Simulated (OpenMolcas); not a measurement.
## Levels of Si3+ by method

* Program: OpenMolcas 26.06
* Basis: ANO-RCC-VDZ [4s3p]
* Scalar Hamiltonian: DKH2, point nucleus
* Active space: 1 electron in 4 orbitals (3s 3p)
* State averaging: 2S+1 = 2 even, 1 root; 2S+1 = 2 odd, 3 roots
* Spin-orbit coupling: RASSI with atomic mean-field integrals over the reference wave functions, term energies averaged over their components

Methods on the same reference wave functions:
A. CASSCF
B. SS-CASPT2, IPEA 0.25 Eh, imaginary shift 0.1 Eh (closed shells correlated: 2s 2p)

Energies in eV above 3s ²S_1/2, the measured ground level; measured values from NIST levels in Kelleher and Podobedova, J. Phys. Chem. Ref. Data 37, 1285 (2008).

```json
{"Level": "3s ²S_1/2", "A": "0.0000", "B": "0.0000", "Measured": "0.0000"}
{"Level": "3p ²P°_1/2", "A": "8.6942", "B": "8.704", "Measured": "8.8385"}
{"Level": "3p ²P°_3/2", "A": "8.7368", "B": "8.747", "Measured": "8.8957"}
```

Deviations, from unrounded energies. A percentage is the sum of absolute deviations over the sum of measured energies, with the sign that they share, or ± where signs differ.

```
           Against measurement  Levels     A     B
mean absolute deviation (cm-1)       2  1200  1100
      other configurations (%)       2  -1.7  -1.6
```

B lies closest to measurement on these levels. The largest miss of B in the table is 3p ²P°_3/2, by -1200 cm-1. The ranking rests on the paired levels alone, and a cruder setting can come out closer through cancelling errors.

The lowest spin-free term lies below A's lowest term by 0.004 hartree in B.

The basis is small and was not contracted for so high a charge. With one active electron the reference holds no correlation, so core polarisation is missing (holds for A). With one active electron, CASPT2 adds the correlation within the correlated inactive shells and between them and that electron, and leaves the splitting within a term as the reference gives it (holds for B). Measured partners are found by configuration, term and J. A level has none where our copy of the source lacks it or the pairing is in doubt (some pairs that miss far off the trend of their configuration count as doubtful), and it then counts in no deviation. Only configurations of the active space appear.

° marks odd parity.
